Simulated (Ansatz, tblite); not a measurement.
Removing and adding an electron: the cluster Mg3O2. The state is a singlet with charge 0. Geometry: PBE-D4/def2-SVP. Ansatz, gas phase; energy differences of separate SCF runs; the oxidised species was run as a doublet alone; the reduced species was run as a doublet alone.

```xyz
5

Mg    1.0860    1.0038   -0.6690
Mg   -1.0936    0.2683    0.5116
Mg   -0.1385   -2.4423    0.3778
O    -0.4056    1.9438   -0.0427
O     0.5518   -0.7736   -0.1777
```

The xTB rows come from tblite. Another isomer (singlet) lies 0.04 eV lower at PBE0-D4/def2-TZVP.

```
               level  −HOMO (eV)  vertical IE (eV)  −LUMO (eV)  vertical EA (eV)  HOMO–LUMO gap (eV)  IE − EA (eV)                                                                   remarks
            GFN1-xTB        9.71             13.13        8.89              5.59                0.82          7.54                                                                         –
            GFN2-xTB        9.29             12.86        8.10              4.67                1.19          8.19                                                                         –
    PBE-D4/def2-TZVP        4.19              6.27        3.05                 –                1.14             –                                                                         –
   PBE-D4/def2-TZVPD        4.19                 –        3.05              1.39                1.14             –                                              HOMO above zero (-1 doublet)
r2SCAN-D4/def2-TZVPD        4.17                 –        2.88              1.46                1.30             –  HOMO above zero (-1 doublet), spin-contaminated (⟨S²⟩ 0.95) (-1 doublet)
   PBE0-D4/def2-TZVP        4.69              6.16        2.48                 –                2.21             –                                                                         –
  PBE0-D4/def2-TZVPD        4.69                 –        2.48              1.39                2.21             –                                spin-contaminated (⟨S²⟩ 0.91) (-1 doublet)
```

Relaxing the oxidised species (PBE-D4/def2-SVP) changes its energy by -0.32 eV at PBE-D4/def2-TZVP, so the adiabatic ionisation energy to this nearest minimum is 5.95 eV. At PBE0-D4/def2-TZVP it is 5.77 eV.  Run but left out: r2SCAN-D4/def2-TZVP (singlet: restricted singlet, unstable towards broken spin symmetry).   A HOMO above zero means that the electron is unbound at that level or that self-interaction error raises the level; the energy of removing that electron tells which. Raw xTB energy differences between charge states are shifted by several eV; the methods need an empirical correction for them.
